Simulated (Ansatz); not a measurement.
`N[CH2][GeH3]` + `N[SiH2]S` → `N[SiH2][S][GeH3]` + CH₃NH₂  (ligand exchange at a Ge–C bond)

Calculated with Ansatz (gas phase, PBE0-D4/def2-TZVP geometries, no zero-point term in ΔE). CCSD(T)/CBS is the MP2 limit (def2-TZVPP, def2-QZVPP) plus CCSD(T) − MP2 in def2-TZVPP, frozen cores. For Ge outer-core shells are correlated without core-valence functions, which leaves a few kJ/mol of doubt a bond. Scalar relativity is left out up to krypton. Each species was taken in one conformer, which may not be the lowest.

| species | HF/def2-SVP energy (Eh) |
| --- | --- |
| `N[CH2][GeH3]` | -2171.40127 |
| `N[SiH2]S` | -743.61808 |
| `N[SiH2][S][GeH3]` | -2819.90375 |
| CH₃NH₂ | -95.14543 |

**Question.** Work out ΔE.

**Answer.** ΔE = (-2819.90375) + (-95.14543) − (-2171.40127) − (-743.61808) = -0.02983 Eh = -78.3 kJ/mol. CCSD(T)/CBS gives -74.6 kJ/mol.

**Question.** What do rigid-rotor, harmonic-oscillator terms from PBE0-D4/def2-TZVP frequencies (298.15 K, 1 bar) make of the CCSD(T)/CBS value? (An estimate is asked.)

**Answer.** Ansatz gave: ΔZPE = +8.1 kJ/mol, ΔH = -65.7 kJ/mol, ΔS = 7 J/(mol·K), ΔG = -67.7 kJ/mol. Modes under 50 cm⁻¹ make the entropy rough.

Largest T1 diagnostic among the species: 0.011.

The D4 term adds −3.7 kJ/mol with B3LYP and −2.1 kJ/mol with PBE0; it sums over pairs of atoms, weighted by their polarisabilities, and B3LYP, whose exchange is more repulsive, gets the larger term. From BLYP to BHLYP (50 % exact exchange), in def2-TZVPP and without D4, ΔE moves by −5.2 kJ/mol.

B3LYP here is the variant with VWN-RPA as its local correlation; programs differ in this.
